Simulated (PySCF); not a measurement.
C4H9NO.

```xyz
15

C      2.4814    -0.1513     0.2750
O      1.6439    -1.0721    -0.3645
C      0.3194    -0.8673    -0.2807
C     -0.3353     0.1195     0.3488
C     -1.8328     0.2330     0.3269
N     -2.3683     1.3980    -0.3614
H      3.5141    -0.4799     0.1019
H      2.3514     0.8669    -0.1343
H      2.2889    -0.1164     1.3625
H     -0.2232    -1.6530    -0.8180
H      0.2140     0.9024     0.8825
H     -2.2236     0.2476     1.3594
H     -2.2584    -0.6741    -0.1361
H     -1.9708     1.4455    -1.2989
H     -2.0617     2.2492     0.1075
```
Charge 0, spin multiplicity 1.

Coordinates come from a PBE0-D3(BJ)/def2-SVP optimisation. Other conformers were not sampled.

All values below come from PySCF with PBE/pcSseg-1. Non-relativistic, no solvent.

**Question.** Give the absolute GIAO shielding of each atom: isotropic value and principal components (ppm). (The exact figures need the calculation; the answer reports its results.)

**Answer.** 
```json
[
 {"atom": "C1", "σ(iso)": "124.6", "σ11": "93.2", "σ22": "107.3", "σ33": "173.4", "span": "80.2"},
 {"atom": "O2", "σ(iso)": "211.0", "σ11": "97.9", "σ22": "227.6", "σ33": "307.3", "span": "209.4"},
 {"atom": "C3", "σ(iso)": "27.9", "σ11": "-63.0", "σ22": "61.1", "σ33": "85.8", "span": "148.8"},
 {"atom": "C4", "σ(iso)": "73.5", "σ11": "-7.5", "σ22": "75.7", "σ33": "152.3", "span": "159.8"},
 {"atom": "C5", "σ(iso)": "132.2", "σ11": "105.6", "σ22": "136.2", "σ33": "154.6", "span": "49.0"},
 {"atom": "N6", "σ(iso)": "208.6", "σ11": "177.4", "σ22": "212.3", "σ33": "235.9", "span": "58.5"},
 {"atom": "H7", "σ(iso)": "27.4", "σ11": "23.7", "σ22": "26.0", "σ33": "32.4", "span": "8.7"},
 {"atom": "H8", "σ(iso)": "27.9", "σ11": "25.1", "σ22": "25.8", "σ33": "32.8", "span": "7.7"},
 {"atom": "H9", "σ(iso)": "27.9", "σ11": "25.2", "σ22": "25.8", "σ33": "32.9", "span": "7.7"},
 {"atom": "H10", "σ(iso)": "24.8", "σ11": "22.0", "σ22": "24.4", "σ33": "27.9", "span": "6.0"},
 {"atom": "H11", "σ(iso)": "26.9", "σ11": "23.9", "σ22": "26.0", "σ33": "30.6", "span": "6.8"},
 {"atom": "H12", "σ(iso)": "27.8", "σ11": "22.8", "σ22": "27.9", "σ33": "32.8", "span": "10.0"},
 {"atom": "H13", "σ(iso)": "28.3", "σ11": "23.4", "σ22": "28.9", "σ33": "32.7", "span": "9.3"},
 {"atom": "H14", "σ(iso)": "31.5", "σ11": "25.9", "σ22": "29.9", "σ33": "38.7", "span": "12.8"},
 {"atom": "H15", "σ(iso)": "30.8", "σ11": "25.3", "σ22": "28.8", "σ33": "38.5", "span": "13.2"}
]
```
